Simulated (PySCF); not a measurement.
Species: C5H5N2O2 (doublet state).
Z-matrix (Å and degrees, GFN2-xTB geometry), rows numbered from 1:
```
C 
C   1  1.3627
C   2  1.4209  1  131.33
N   3  1.3355  2  111.06  1  -179.99
C   4  1.3180  3  105.88  2    -0.02
O   5  1.3486  4  121.95  3  -179.99
C   6  1.3314  5  122.18  4  -179.89
O   7  1.2015  6  127.06  5    -0.02
N   5  1.3583  4  112.63  3     0.01
H   1  1.0737  2  121.37  3  -179.96
H   1  1.0719  2  120.21  3     0.04
H   3  1.0702  2  127.80  1     0.01
H   7  1.0985  6  108.20  5   179.98
H   9  1.0096  2  127.65  1     0.07
```

The hyperfine couplings belong to this conformer and change with its torsions.

Identity: `[CH2]C1=CN=C(OC=O)N1` [radical].

Computed, not measured: UKS B3LYP, pcH-1 on C H N O, non-relativistic, mean-field spin-orbit, GIAO in PySCF 2.14.0. The structure is a single GFN2-xTB conformer in the gas phase; no vibrational or solvent corrections. A GFN2-xTB geometry isn't a minimum of the functional, and hyperfine couplings can be far from their values at a DFT geometry. The SCF solution wasn't tested for stability.

The largest Mulliken spin populations are on C1 (+0.68), C3 (+0.37), C5 (+0.20) and C2 (-0.18). Three atoms exceed +0.15. The positive populations add up to 1.33 and the negative ones to -0.33, together 2S = 1. The angles at C1 add up to 360.0°, so it is planar; its axial dipolar tensor and the negative couplings of its protons fit spin in a p orbital normal to that plane.

Problem. Test a(H) = Q·ρ(C) for the protons on planar carbons with a spin population beyond ±0.08.

Solution. 
```csv
H,C,ρ(C),a(H) (G),a/ρ (G)
H10,C1,+0.683,-14.66,-21.5
H11,C1,+0.683,-14.51,-21.3
H12,C3,+0.370,-9.49,-25.7
```

A least-squares line through the origin gives Q = -21.9 G with Mulliken populations. In every row coupling and population have opposite signs.

Couplings in gauss use g_iso = 2.0026.
